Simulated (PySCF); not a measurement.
**Deuteron quadrupole couplings in `C#C[C@@]1(F)[C@H]2C[C@]1(SC)[C@H]2C`**

Species: C9H11FS.
Cartesian coordinates in Å at the GFN2-xTB level; atoms count from 1:
```
atom  x, y, z in Å
C1    -0.166    3.449   -0.321
C2    -0.321    2.284   -0.094
C3    -0.435    0.891    0.269
F4    -0.089    0.785    1.604
C5    -1.658    0.082   -0.213
C6    -1.060    0.225   -1.625
C7     0.121   -0.173   -0.717
S8     1.819   -0.368   -1.258
C9     2.642   -0.267    0.360
C10   -0.840   -1.227   -0.097
C11   -0.584   -1.939    1.216
H12   -0.055    4.466   -0.551
H13   -2.686    0.247    0.087
H14   -1.364   -0.515   -2.359
H15   -1.030    1.221   -2.059
H16    2.426    0.695    0.815
H17    2.302   -1.079    0.994
H18    3.706   -0.360    0.170
H19   -1.149   -1.975   -0.832
H20   -0.247   -1.286    2.012
H21   -1.506   -2.421    1.538
H22    0.163   -2.715    1.060
```

Level: PBE0/pcSseg-1 (PySCF, non-relativistic); Q(2H) = 0.00286 b; rigid geometry, the same for H and D, with no vibrational averaging.

Question: Rank these positions by the coupling χzz of a deuteron there, largest first.
A. H20 (methyl hydrogen)
B. H15 (methylene hydrogen)
C. H13 (methine hydrogen)
D. H12 (alkyne hydrogen)
E. H19 (methine hydrogen)

Answer: D (266 kHz), C (218 kHz), A (211 kHz), B (207 kHz), E (199 kHz).

Q: Tabulate Vzz, the asymmetry η and χzz = 234.96 MHz × Q × Vzz for every hydrogen position.

A: 
| atom | bonded to | bond length (Å) | Vzz (au) | η | χzz (kHz) |
| --- | --- | --- | --- | --- | --- |
| H12 | C1 | 1.049 | 0.3955 | 0.01 | 266 |
| H13 | C5 | 1.083 | 0.3242 | 0.01 | 218 |
| H14 | C6 | 1.086 | 0.3155 | 0.04 | 212 |
| H15 | C6 | 1.086 | 0.3077 | 0.06 | 207 |
| H16 | C9 | 1.086 | 0.3118 | 0.04 | 209 |
| H17 | C9 | 1.085 | 0.3163 | 0.03 | 213 |
| H18 | C9 | 1.085 | 0.3183 | 0.05 | 214 |
| H19 | C10 | 1.094 | 0.2962 | 0.08 | 199 |
| H20 | C11 | 1.083 | 0.3146 | 0.01 | 211 |
| H21 | C11 | 1.089 | 0.3132 | 0.02 | 210 |
| H22 | C11 | 1.089 | 0.3122 | 0.02 | 210 |

Q: How does χzz go with the bond length over the 11 C–H bonds?

A: A straight-line fit has a slope of -14.6 kHz for each 0.01 Å, with a correlation coefficient of -0.99, over lengths from 1.049 to 1.094 Å. The longer bonds have the smaller couplings here.

Q: Give the 2H NMR doublet splittings at H13 for a magnetic field along the z, y and x axes of the gradient: 3χ/2, 3χ(1 + η)/4, 3χ(1 − η)/4.

A: With |χ| = 217.9 kHz and η = 0.009: 327, 165 and 162 kHz, to first order and without motion.

Isolated species at its GFN2-xTB geometry (one conformer only). GFN2-xTB bond lengths can be off by several hundredths of an ångström, more for odd bonds, and the gradients follow them. The small basis limits the accuracy of the gradients.
